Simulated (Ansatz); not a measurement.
Cost and result for the atomization energy of C$_{2}$H$_{5}$NOSi (`[SiH3]C1=NCO1`) (10 atoms, 10 bonds).

```tsv
atom	x (Å)	y (Å)	z (Å)
Si1	0.4408	0.2471	-1.7662
C2	0.0080	0.0621	0.0643
N3	0.0785	0.8709	1.0627
C4	-0.4526	-0.2410	1.8345
O5	-0.4928	-1.0780	0.6396
H6	1.8809	0.5767	-1.8808
H7	0.1429	-1.0411	-2.4345
H8	-0.3823	1.3378	-2.3392
H9	-1.4538	-0.0834	2.2393
H10	0.2305	-0.6511	2.5803
```

Total charge 0; spin multiplicity 1. The structure was optimised at the PBE0-D4/def2-TZVP level. Program: Ansatz. All runs use 4 threads of an Arm Neoverse V2 on a shared host. Times are those of one run each, without the atoms' runs, and a repeat can differ threefold. Electronic energies, without spin–orbit coupling; frozen cores. CCSD(T)/CBS adds CCSD(T) − MP2 in def2-TZVPP to the MP2 limit, and its time is that of the two runs behind it. T1 = 0.015. B3LYP takes the VWN-RPA correlation (the form of Gaussian; ORCA's B3LYP/G).

CCSD(T)/CBS is a level of theory with its own doubt, some kJ/mol a heavy atom from the limit and from the frozen cores, so smaller differences don't rank the functionals.

| level | functions | wall time |
| --- | --- | --- |
| PBE-D4/def2-TZVPP (with forces) | 236 | 2.1 s |
| PBE0-D4/def2-TZVPP | 236 | 2.2 s |
| B3LYP-D4/def2-TZVPP (with forces) | 236 | 3.6 s |
| r2SCAN-D4/def2-TZVPP (with forces) | 236 | 4 s |
| B2PLYP/def2-TZVPP | 236 | 4.3 s |
| ωB97X-V/def2-TZVPP | 236 | 6 s |
| ωB97M-V/def2-TZVPP (with forces) | 236 | 9 s |
| MP2/def2-QZVPP | 448 | 17 s |
| CCSD(T)/def2-TZVPP | 236 | 99 s |
| CCSD(T)/CBS(def2) | – | 120 s |

(1) What atomization energy does each give, and how far from CCSD(T)/CBS? (An estimate is asked.)

## Answers

(1) The calculation gave: 
| level | atomization (kJ/mol) | difference from CCSD(T)/CBS | per bond |
| --- | --- | --- | --- |
| PBE-D4/def2-TZVPP (with forces) | 3867.5 | 131.0 | 13.1 |
| PBE0-D4/def2-TZVPP | 3757.1 | 20.6 | 2.1 |
| B3LYP-D4/def2-TZVPP (with forces) | 3742.8 | 6.3 | 0.6 |
| r2SCAN-D4/def2-TZVPP (with forces) | 3746.8 | 10.3 | 1.0 |
| B2PLYP/def2-TZVPP | 3701.6 | -34.9 | -3.5 |
| ωB97X-V/def2-TZVPP | 3770.7 | 34.2 | 3.4 |
| ωB97M-V/def2-TZVPP (with forces) | 3759.4 | 22.9 | 2.3 |
| MP2/def2-QZVPP | 3772.7 | 36.2 | 3.6 |
| CCSD(T)/def2-TZVPP | 3623.0 | -113.5 | -11.3 |
| CCSD(T)/CBS(def2) | 3736.5 | 0.0 | 0.0 |

From PBE to PBE0 (25 % exact exchange), in def2-TZVPP and without D4, the atomization energy moves by −107.3 kJ/mol: exact exchange takes away binding that semilocal exchange gives to molecules. The D4 term adds +30.7 kJ/mol with B3LYP and +16.0 kJ/mol with PBE0; it sums over pairs of atoms, weighted by their polarisabilities, and B3LYP, whose exchange is more repulsive, gets the larger term. In def2-TZVPP, CCSD(T) changes the Hartree–Fock value by +1095.3 kJ/mol (the triples alone add +77.8 kJ/mol) and MP2 by +1177.4 kJ/mol; breaking electron pairs costs correlation energy, which Hartree–Fock lacks.
